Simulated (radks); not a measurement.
Q: Species: O2+. Configuration: 1s1 2s2 2p2 3p1 (not the ground configuration). Calculated with a radial shooting solver on a logarithmic mesh with Libxc functionals: non-relativistic Kohn-Sham, r2SCAN, spin-unpolarised, spherical densities, point nucleus; meta-GGA in the generalised Kohn-Sham scheme. Some entries of the table are withheld. Estimate them.

| orbital | occ. | eigenvalue (Ry) | r(max) (bohr) |
|---|---|---|---|
| 1s | 1 | (1) | (2) |
| 2s | 2 | -5.71712 | 0.7577 |
| 2p | 2 | -4.61661 | 0.6398 |
| 3s | 0 | -1.37799 | 2.558 |
| 3p | 1 | -1.12713 | (3) |
| 3d | 0 | -0.77452 | 2.782 |

A: 
(1) 1s eigenvalue (Ry): -47.32324
(2) 1s r(max) (bohr): 0.1262
(3) 3p r(max) (bohr): 2.697
